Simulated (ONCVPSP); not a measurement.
## Reading a pseudo-wave (Cr (Z = 24))

Columns: radius, all-electron u(r) and pseudo u(r) of the 3s shell (level -112.33 eV) of chromium in the configuration [Ne] 3s2 3p6 3d3; LDA (Perdew-Wang 92), scalar-relativistic, ONCV scheme, ONCVPSP 4.0.1.

```csv
r (bohr),all-electron,pseudo
0.090,-0.0652,0.0352
0.180,-0.6119,0.1136
0.270,-0.4686,0.2543
0.360,-0.0037,0.4524
0.450,0.4780,0.6852
0.540,0.8451,0.9118
0.630,1.0702,1.0839
0.720,1.1706,1.1719
0.810,1.1787,1.1785
0.900,1.1254,1.1252
0.990,1.0361,1.0359
1.080,0.9291,0.9290
1.170,0.8170,0.8169
1.260,0.7076,0.7075
1.350,0.6055,0.6054
1.440,0.5131,0.5131
1.530,0.4313,0.4313
1.620,0.3602,0.3601
1.710,0.2990,0.2990
1.800,0.2470,0.2469
1.890,0.2032,0.2031
1.980,0.1665,0.1664
2.070,0.1359,0.1359
2.160,0.1107,0.1106
2.250,0.0899,0.0898
2.340,0.0728,0.0728
```

Task: How many radial nodes do the two functions have?

Result: The all-electron 3s function has n − l − 1 = 2 (the table is too coarse to show those close to the nucleus); the pseudo-wave has 0, since the states of the same l below it are removed with the core.

Task: At about which radius was the pseudo-wave matched?

Result: 0.90 bohr, where the columns begin to agree (steps of 0.09 bohr).

Task: Is the pseudo-wave norm-conserving?

Result: Yes: the ONCV scheme keeps the norm inside the radius equal to the all-electron one, which fixes the energy derivative of the logarithmic derivative at the level.
